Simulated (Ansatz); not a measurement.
Ansatz (a first-principles code) input (RI-MP2/cc-pV(T+d)Z):
A basis named .json is the Basis Set Exchange file of that set.

Ansatz 0.2 input:
```yaml
crystal:
  periodic: [false, false, false]
  atoms:
    - {symbol: Si, position_ang: [-0.05957668, -0.01305396, 0.55934874]}
    - {symbol: F, position_ang: [-0.67071463, 1.27490398, -0.33516585]}
    - {symbol: F, position_ang: [1.47255433, -0.01913158, -0.13708450]}
    - {symbol: F, position_ang: [-0.70916487, -1.23546624, -0.39784769]}
basis:
  gaussian:
    orbitals: cc-pV_T+d_Z.json
    fitting: {mean_field: def2-universal-jkfit, correlation: cc-pVTZ-RIFIT.json}
total_charge: -1
magnetization: {spin_polarized: false}
correlation: {method: mp2, electrons: outside_noble_gas}
```

End of the output:

```
integrals: 0.05 GiB planned
359 factors; integrals over basis functions are off by at most 9.5e-1 eV
365 factors; integrals over basis functions are off by at most 5.5e-1 eV
0.20 GiB of device memory are held for the factors and their scratch space
mean field: 0.27 GiB planned
mean field evaluation 1: about -15988.0376 eV, gradient 1.9e1 eV
mean field evaluation 2: about -15988.7523 eV, gradient 7.0e0 eV
mean field evaluation 4: about -15988.8461 eV, gradient 5.9e-1 eV
mean field evaluation 8: about -15988.8479 eV, gradient 1.4e-6 eV
mean field -15988.84786566 eV, -587.5793214328 hartree, gradient 1.4e-6 eV, S^2 0.000000; 0 other end points of the search recorded, 0 dependent functions left out
8 core orbitals not correlated
reference -15988.84786566 eV, -587.5793214328 hartree; 13, 13 occupied and 108, 108 virtual orbitals, 365 factors
second order -23.86382518 eV of doubles, -0.00000000 eV of singles
Total energy: -16012.71169084 eV, -588.4563008326 hartree
```

It need not be the lowest isomer of its formula. Whether it binds its extra electron was not tested at this geometry.
